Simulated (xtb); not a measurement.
PbCl₃, SMILES [Cl][Pb-]([Cl])[Cl], charge -1. All values are semi-empirical tight-binding results from xtb (GFN2-xTB unless named), good for trends rather than for accurate numbers. The structure is a stationary point at GFN2-xTB. The isomer is the one that the SMILES or the coordinates give; other isomers of the formula were not compared.

Optimised geometry:

Bonds (Å): Pb1–Cl2 2.581, Pb1–Cl3 2.581, Pb1–Cl4 2.581. Bond angles (°): Cl2–Pb1–Cl3 103.0, Cl2–Pb1–Cl4 103.0, Cl3–Pb1–Cl4 103.0.
Charge -1, spin multiplicity 1.

For metal compounds this method's bond lengths and energies can be far off.

### Question
Estimate the properties. (Estimate from the structure and the level; the computed values follow.)

### Answer

```yaml
point_group_as_xtb_finds_it: C3v
orbital_gap: 5.06 eV
zero_point_energy: 1.3 kcal/mol
G − E(el) at 298.15 K (modified RRHO): -20.2 kcal/mol
```

Computed atomic charges and the Wiberg bond orders between heavy atoms:
charges (e) Pb1 0.71, Cl2 -0.57, Cl3 -0.57, Cl4 -0.57. Bond orders Pb1–Cl2 0.67, Pb1–Cl3 0.67, Pb1–Cl4 0.67.
